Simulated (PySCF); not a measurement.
C2H6N, SMILES [CH2]CN, multiplicity 2. The structure is a stationary point at PBE-D3(BJ)/def2-TZVP. The isomer is the one that the SMILES or the coordinates give; other isomers of the formula were not compared. One conformer was computed; it need not be the lowest.

Calculation: PBE-D3(BJ)/def2-TZVP (PySCF).

Harmonic wavenumbers (cm⁻¹): 230, 275, 408, 505, 797, 816, 935, 1049, 1088, 1123, 1271, 1347, 1401, 1422, 1601, 2845, 2851, 3083, 3191, 3399, 3483. Rotational constants (GHz): 36.67, 9.518, 8.200; symmetry number 1.

Work out the zero-point energy and the ideal-gas rigid-rotor harmonic-oscillator thermochemistry at 298.15 K and 1 atm.

ZPE = ½ Σ hcν = ½ × 33120 cm⁻¹ = 198.10 kJ/mol. H − E(el) = 212.76 kJ/mol. Entropy in J/(mol K): translation 155.96, rotation 93.07, vibration 24.44, spin 5.76, total 279.23. G − E(el) = 129.51 kJ/mol. Cp = 72.44 J/(mol K).
